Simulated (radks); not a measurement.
Results of a calculation; reference values are marked as such.
Question: These are the eigenvalues of the occupied orbitals of an atom or ion with whole-number occupations (eV). Level of theory: scalar-relativistic Kohn-Sham, SCAN, spin-polarised, spherical densities, finite nucleus; meta-GGA in the generalised Kohn-Sham scheme; Fermi nuclear charge, rms radius of each element as measured or else 0.836 A^(1/3) + 0.57 fm (a radial shooting solver on a logarithmic mesh with Libxc functionals).

| orbital | eigenvalue |
|---|---|
| 1s down | -21990.13 |
| 1s up | -21990.13 |
| 2s up | -3182.063 |
| 2s down | -3181.596 |
| 2p up | -2847.296 |
| 2p down | -2846.930 |
| 3s up | -572.0617 |
| 3s down | -571.8710 |
| 3p up | -460.9943 |
| 3p down | -460.7551 |
| 3d up | -283.2643 |
| 3d down | -282.8124 |
| 4s up | -87.0539 |
| 4s down | -84.6270 |
| 4p up | -56.3652 |
| 4p down | -53.7471 |
| 4d up | -13.5735 |
| 4d down | -11.0289 |

Which element is it, and in what charge state? The configuration may be excited. Open shells, if any, are filled with parallel spins first.

Answer: Z = 44, ruthenium, charge +1: Ru+ in [Kr] 4d7. The list shows which subshells hold electrons but not how many an open one holds; the 1s level, -808.12 hartree, gives Z - s = 40.2 by -(Z - s)^2/2, which with screening and relativity narrows Z to a few neighbours, and the depths of the outer levels then fix element, charge and occupations together.
